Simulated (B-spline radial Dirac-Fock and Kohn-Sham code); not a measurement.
# Ba 5s: cross section and angular parameters

System: the Ba atom in the configuration [Xe] 6s2; threshold 37.79 eV (orbital energy of the model). These are calculated numbers from a radial finite-basis atomic code; the model is Dirac-Hartree-Slater photoionisation with a Latter tail; cross sections with all multipoles, angular parameters from the dipole term and its interference with E2.

```
hν (eV)  σ (kb)      β       γ
   54.6     131  1.701  -0.189
   57.2     136  1.737  -0.159
     62     147  1.794  -0.096
     80     144  1.875   0.037
    127     105  1.932   0.187
    150    88.3  1.943   0.225
    162    80.5  1.946   0.240
    187    67.1  1.951   0.264
    300    35.9  1.964   0.312
    356    28.2  1.968   0.320
    400    23.8  1.970   0.321
    413    22.7  1.970   0.321
    445    20.3  1.971   0.319
    523    15.9  1.973   0.311
    551       ?      ?       ?
    600    12.9  1.975   0.298
    894    6.80  1.979   0.234
   1070    5.04  1.981   0.191
   1200    4.15  1.981   0.161
   1720    2.21  1.983   0.055
   1860    1.92  1.984   0.031
   2040    1.63  1.984   0.004
 2984.4   0.808  1.986  -0.086
   3030   0.786  1.986  -0.088
   4100   0.444  1.987  -0.113
   5950   0.215  1.987  -0.045
   6000   0.211  1.987  -0.042
   7100   0.150  1.987   0.035
   8380   0.107  1.987   0.141
 9251.7  0.0873  1.987   0.220
```

Q: Give the values at 551 eV.

A: σ = 14.7 kb, β = 1.974, γ = 0.307. For an s subshell δ is negligible.
